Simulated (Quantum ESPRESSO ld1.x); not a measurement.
One sound ld1.x (Quantum ESPRESSO 7.5) input for the iridium ion Ir3+ gives E = -17825.425 hartree in 26 iterations:

```
 &input
    zed=77.0,
    iswitch=1,
    rel=1,
    dft='PBE',
    config='[Xe] 4f14 5d6',
    prefix='ld1',
    max_out_wfc=37,
    file_charge='ld1.rho',
 /
```

Changed or added lines, one case at a time, and what came of them:

- atom='Jo' (without zed): crashed. The symbol names no element; the program warns, takes a nuclear charge of zero and dies without a result.
- zval=1: refused. The program stops in ld1_readin with "reading input namelist": the namelist holds a keyword that &input does not know.
- rel=2 relpert=.true.: refused. The program stops in ld1_readin with "perturbative SO-splitting for AE calculations with rel=0 only": the perturbative correction needs rel = 0.
- config='[Xe] 4f14 5d6 8s1': refused. The program stops in el_config with "wrong main quantum number": the config string takes n from 1 to 7 alone.
- lsd=2: refused. The program stops in ld1_readin with "lsd not correct": lsd takes 0 or 1.
- isic=1 latt=1: refused. The program stops in ld1_readin with "isic and latter correction not allowed": the two corrections exclude each other.
- dx=0.001: refused. The program stops in do_mesh with "ndmx is too small": the mesh holds 3500 points at most, so dx, xmin and rmax must fit that.
